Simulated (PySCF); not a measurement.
Core-level binding energies of `[C-]#CCC#CC=C`

C7H5 (charge -1).
Cartesian coordinates in Å at the GFN2-xTB level; atoms count from 1:
```
atom  x, y, z in Å
C1     3.366   -0.493   -1.766
C2     2.709   -0.312   -0.756
C3     2.072   -0.115    0.596
C4     0.675    0.146    0.417
C5    -0.477    0.345    0.088
C6    -1.812    0.627   -0.196
C7    -2.809   -0.276   -0.224
H8     2.218   -1.019    1.213
H9     2.555    0.735    1.110
H10   -2.040    1.673   -0.397
H11   -2.630   -1.322   -0.034
H12   -3.827    0.009   -0.445
```

Method used: PySCF, delta-SCF UKS SCAN, pcX-2 on the ionised atom, pcseg-1 elsewhere, spin-free X2C. Vertical ΔSCF values, vacuum level as zero.

Question: List the computed XPS lines with their assignment.

Answer: 
| atom(s) | bonded to | level | binding energy (eV) | above the level's lowest (eV) | count |
| --- | --- | --- | --- | --- | --- |
| C1 | C (triple bond) | C 1s | 282.46 | 0.00 | 1 |
| C2 | C (triple bond) and C | C 1s | 283.09 | +0.63 | 1 |
| C3 | 2 C and 2 H | C 1s | 287.45 | +4.99 | 1 |
| C4 | C (triple bond) and C | C 1s | 286.04 | +3.58 | 1 |
| C5 | C (triple bond) and C | C 1s | 285.91 | +3.45 | 1 |

The listed C 1s values span 4.99 eV, from C1 (bonded to C (triple bond)) to C3 (bonded to 2 C and 2 H). The widest gap between neighbouring values is 2.82 eV, between 283.09 and 285.91 eV. Summing the Pauling electronegativity differences to the bonded atoms, each weighted by its formal bond order, gives 0.00 for the lowest site and -0.70 for the highest; the largest sum, 0.00, belongs to C4, 1.41 eV below the top. The smallest sum, -0.70, belongs to C3, 4.99 eV above the lowest.

Question: Give the binding energy of C 1s of C3 in hartree and in kJ/mol.

Answer: 287.45 eV = 10.5636 Eh = 27735 kJ/mol.

The list is incomplete; no value stands for C 1s of C6, C7 (hole states with ⟨S²⟩ of 1 or more are left out). Spin contamination (⟨S²⟩ against 0.75 for a pure doublet) is marked for C 1s of C1 (0.87), C 1s of C4 (0.88) and C 1s of C5 (0.95), which makes these values less certain. The species carries charge -1, so core ionisation leaves a neutral species. The basis sets have no added diffuse functions. Isolated species at its GFN2-xTB geometry, gas phase.
